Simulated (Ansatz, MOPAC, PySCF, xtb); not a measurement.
Potential energy curve for GaB, lowest triplet found (which spin is the ground state isn't settled by this scan).

Computed with: AM1, unrestricted, heats of formation (MOPAC); GFN1-xTB (xtb); UKS-BP86/6-31G* = unrestricted BP86/6-31G*, spherical d (PySCF 2.14.0); FCI = full CI/aug-cc-pVDZ, cores with 3d frozen run with Ansatz (a program for electronic structure).

Energies relative to the lowest point of each curve between 1.72 and 2.15 Å, where full CI is lowest, in kJ/mol; the last columns give the difference from FCI:

```tsv
R / Å	AM1	GFN1-xTB	UKS-BP86/6-31G*	FCI	AM1 − FCI	GFN1-xTB − FCI	UKS-BP86/6-31G* − FCI
1.49	112.7	689.4	351.9	415.5	-302.8	273.9	-63.6
1.60	60.3	303.4	187.1	229.2	-168.9	74.1	-42.1
1.72	21.3	101.5	81.5	106.7	-85.4	-5.2	-25.2
1.80	6.5	38.4	40.5	57.2	-50.7	-18.8	-16.7
1.88	0.0	8.8	16.0	27.0	-27.0	-18.2	-11.0
1.97	1.1	0.0	2.6	7.6	-6.5	-7.6	-5.0
2.01	4.0	1.5	0.3	3.1	0.8	-1.6	-2.8
2.07	10.3	8.0	0.0	0.0	10.3	8.0	0.0
2.15	21.6	22.0	4.1	1.0	20.6	21.0	3.1
```

AM1 is furthest from FCI at 1.49 (-302.8 kJ/mol, below); its mean absolute difference over the points is 74.8 kJ/mol.

GFN1-xTB is furthest from FCI at 1.49 (273.9 kJ/mol, above); its mean absolute difference over the points is 47.6 kJ/mol.

UKS-BP86/6-31G* is furthest from FCI at 1.49 (-63.6 kJ/mol, below); its mean absolute difference over the points is 18.8 kJ/mol.

The scan ran from 1.49 to 7.04 Å; beyond the distances shown full CI changes its symmetry label.
